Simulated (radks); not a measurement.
The numbers below are computed, except where a source is named.
Task: Excited configurations of neutral xenon: one electron is placed in a higher orbital outside [Kr] 4d10 5s2 5p5. The ground configuration is [Xe]. Code: a radial shooting solver on a logarithmic mesh with Libxc functionals. Model: scalar-relativistic Kohn-Sham, r2SCAN, spin-polarised, spherical densities, finite nucleus; open shells are filled with parallel spins first (spin-orbit coupling, left out, can overturn this in heavy ions); meta-GGA in the generalised Kohn-Sham scheme; Fermi nuclear charge, rms radius 4.7859 fm. Excitation = E - E(ground); binding = E(ion) - E, where the ion is the core of charge +1; n* = 1/sqrt(2 binding) in atomic units, and the quantum defect is n - n*.

| outer orbital | excitation (eV) | binding (eV) | n* | quantum defect | eigenvalue (eV) | <r> (bohr) |
|---|---|---|---|---|---|---|
| 5d | 10.646 | 2.019 | 2.596 | 2.404 | -0.610 | 6.969 |
| 6s | 8.983 | 3.682 | 1.922 | 4.078 | -2.260 | 5.841 |
| 6p | 10.302 | 2.363 | 2.400 | 3.600 | -1.366 | 8.059 |
| 7p | 11.437 | 1.228 | 3.329 | 3.671 | -0.758 | 16.64 |

Estimate the row for 7s.

Result: excitation (eV) 11.033; binding (eV) 1.632; n* 2.888; quantum defect 4.112; eigenvalue (eV) -1.009; <r> (bohr) 12.93. The Delta-SCF ionisation energy is 12.665 eV (NIST Atomic Spectra Database: 12.130 eV, measured). Self-interaction in the functional shifts the binding energies and quantum defects, so they are the method's values and not measured ones. Open shells are spherical and high-spin; term and fine-structure splittings are not resolved. Spin-orbit splitting is averaged out at the scalar-relativistic level.
